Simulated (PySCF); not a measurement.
Geometry:
| atom | x (Å) | y (Å) | z (Å) |
| --- | --- | --- | --- |
| O1 | -3.593 | 0.340 | 0.030 |
| C2 | -2.293 | -0.061 | 0.333 |
| C3 | -1.269 | 0.714 | -0.479 |
| F4 | -1.591 | 0.505 | -1.814 |
| C5 | 0.142 | 0.285 | -0.203 |
| C6 | 0.767 | -0.662 | -1.018 |
| C7 | 2.055 | -1.101 | -0.721 |
| C8 | 2.726 | -0.604 | 0.394 |
| C9 | 2.106 | 0.341 | 1.211 |
| C10 | 0.821 | 0.786 | 0.912 |
| H11 | -3.687 | 0.264 | -0.928 |
| H12 | -2.125 | -1.143 | 0.151 |
| H13 | -2.118 | 0.120 | 1.405 |
| H14 | -1.398 | 1.793 | -0.283 |
| H15 | 0.238 | -1.039 | -1.896 |
| H16 | 2.539 | -1.838 | -1.368 |
| H17 | 3.737 | -0.949 | 0.625 |
| H18 | 2.630 | 0.741 | 2.082 |
| H19 | 0.342 | 1.536 | 1.549 |

Geometry: PBE0-D3(BJ)/def2-SVP; GIAO absolute shieldings from PySCF, gas phase, non-relativistic, averaged over equivalent atoms.

At KT2/pcSseg-1 (215 basis functions, 55 s wall time on 1 thread of an Arm Neoverse V1, shared host):
| atoms | σ (ppm) |
| --- | --- |
| O1 | 291.5 |
| C5 | 50.4 |
| C7/C9 | 59.9 |
| C8 | 60.1 |
| C6/C10 | 64.4 |
| C3 | 85.6 |
| C2 | 109.9 |
| F4 | 387.4 |
| H16/H18 | 23.98 |
| H15/H19 | 24.04 |
| H17 | 24.05 |
| H14 | 25.77 |
| H12 | 27.58 |
| H13 | 27.70 |
| H11 | 29.86 |

Problem. What do these become at PBE0/pcSseg-1?

Solution. 
```csv
atoms,σ at PBE0/pcSseg-1,change
O1,305.1,+13.6
C5,41.4,-9.0
C7/C9,50.3,-9.6
C8,50.7,-9.4
C6/C10,54.7,-9.7
C3,86.9,+1.3
C2,112.7,+2.8
F4,403.2,+15.8
H16/H18,23.74,-0.24
H15/H19,23.82,-0.22
H17,23.82,-0.23
H14,25.82,+0.05
H12,27.75,+0.17
H13,27.83,+0.13
H11,29.83,-0.03
```

The largest change is at F4 (fluorine on an sp3 carbon). Cost: 215 basis functions, 40 s wall time on 1 thread of an Arm Neoverse V1, shared host. The order of the carbon signals is the same at both levels.
